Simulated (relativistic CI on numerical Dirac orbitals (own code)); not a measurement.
**Spin-allowed bands of a d7 ion in an octahedral site, by hand**

Problem. Take Δ = 7030 cm⁻¹ and B = 370 cm⁻¹ for a high-spin d7 ion in an octahedral site. Calculate the three spin-allowed bands.

Working.
1. The terms of highest spin are 4F (energy 0) and 4P (15B = 5550 cm⁻¹). Here the F term splits into A2 at +1.2Δ = 8436, T2 at +0.2Δ = 1406 and T1 at −0.6Δ = -4218 cm⁻¹.
2. The two T1 states mix through the element 0.4Δ: H = [[-4218, 2812], [2812, 5550]], with roots ½(H₁₁ + H₂₂) ∓ ½√[(H₂₂ − H₁₁)² + 4H₁₂²] = ½(1332) ∓ ½(11271) = -4970 and 6302 cm⁻¹.
3. The ground term is 4T1 at -4970 cm⁻¹.
4. Bands: 4T2 6376 cm⁻¹ (1568 nm), 4T1(P) 11271 cm⁻¹ (887 nm), 4A2 13406 cm⁻¹ (746 nm).

Check. Exact diagonalisation of the whole d7 shell with these parameters gives 4T2 6376, 4T1 11271, 4A2 13406 cm⁻¹. The match is exact, since without spin-orbit coupling no other term has this spin. The ratio of the second band to the first, 1.768, depends on Δ/B = 19.0 alone, which is how a Tanabe-Sugano diagram is read.
